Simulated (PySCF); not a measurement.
**Sn₂ from Hartree–Fock to correlated methods**

State: ³Σg⁻ (triplet), unpaired electrons π ↑↑. Set-up: Sn cc-pVDZ-PP with ECP28; scalar-relativistic core potentials (PySCF 2.14). De refers to Sn + Sn in their high-spin ground configurations, without counterpoise correction. The functionals are run spin-unrestricted.

```json
{"Level": "UHF", "Re (Å)": "2.730", "ωe (cm⁻¹)": "216", "De (eV)": "0.81"}
{"Level": "UHF-MP2", "Re (Å)": "2.783", "ωe (cm⁻¹)": "192", "De (eV)": "1.92"}
{"Level": "UHF-SCS-MP2", "Re (Å)": "2.773", "ωe (cm⁻¹)": "197", "De (eV)": "1.71"}
{"Level": "UHF-CCSD", "Re (Å)": "2.784", "ωe (cm⁻¹)": "195", "De (eV)": "1.77"}
{"Level": "UHF-CCSD(T)", "Re (Å)": "2.802", "ωe (cm⁻¹)": "187", "De (eV)": "1.92"}
{"Level": "PBE", "Re (Å)": "2.811", "ωe (cm⁻¹)": "181", "De (eV)": "2.62"}
{"Level": "r²SCAN", "Re (Å)": "2.774", "ωe (cm⁻¹)": "191", "De (eV)": "2.45"}
{"Level": "B3LYP", "Re (Å)": "2.798", "ωe (cm⁻¹)": "186", "De (eV)": "2.38"}
{"Level": "PBE0", "Re (Å)": "2.763", "ωe (cm⁻¹)": "196", "De (eV)": "2.37"}
{"Level": "r²SCAN0", "Re (Å)": "2.743", "ωe (cm⁻¹)": "202", "De (eV)": "2.27"}
{"Level": "B2PLYP", "Re (Å)": "2.793", "ωe (cm⁻¹)": "186", "De (eV)": "2.24"}
```

Problem. Which functional lies closest to UHF-CCSD(T) in De, which farthest, and by how much do they differ from it?

Solution. Closest is B2PLYP (-0.9 pm in Re, -0.5 % in ωe, +0.32 eV in De against UHF-CCSD(T) in the same basis), farthest PBE (+0.9 pm in Re, -3.2 % in ωe, +0.70 eV in De). CCSD(T) converges more slowly with the basis than the functionals do and binds too weakly in this one, so the order can change at the basis-set limit.

Problem. What does a quarter of exact exchange do here, going from PBE to PBE0?

Solution. PBE0 less PBE: -4.8 pm in Re, +8.3 % in ωe, -0.25 eV in De. Exact exchange removes part of the self-interaction that spreads semilocal densities, and in most molecules shortens and stiffens the bond and lowers De; so it does here.

Problem. What does a quarter of exact exchange do here, going from r²SCAN to r²SCAN0?

Solution. r²SCAN0 less r²SCAN: -3.1 pm in Re, +5.8 % in ωe, -0.18 eV in De. Exact exchange removes part of the self-interaction that spreads semilocal densities, and in most molecules shortens and stiffens the bond and lowers De; so it does here.

Correlated steps freeze 8 core orbitals. Correlated levels converge slowly with the basis: in double zeta they bind strong bonds too weakly, by up to about 1 eV, and carry superposition errors of some tenths. Spin–orbit coupling is left out, which matters for elements this heavy, above all for dissociation energies. B2PLYP dipoles, levels and charges come from its SCF part alone. The state was picked by a PBE0 search and need not be the measured ground state.
